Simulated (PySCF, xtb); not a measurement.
CH3ClOSn, SMILES [Sn]([O]C)[Cl] (connectivity only; charge and spin as stated), neutral, multiplicity 1. The values are those of a single conformer.

Harmonic wavenumbers (cm⁻¹) from GFN2-xTB in xtb at its own minimum, in rising order: 55, 82, 156, 189, 314, 348, 1069, 1130, 1134, 1408, 1479, 1480, 2929, 2937, 2949.

**Question.** What does PBE0-D3(BJ)/def2-SVP (PySCF 2.14.0) give at its own minimum? (The exact figures need the calculation; the answer reports its results.)

**Answer.** 101, 132, 144, 261, 343, 528, 1152, 1170, 1187, 1460, 1469, 1474, 3007, 3093, 3101. Paired by order, the mean absolute difference is 68 cm⁻¹ and the zero-point energies are 25.2 and 26.6 kcal/mol.
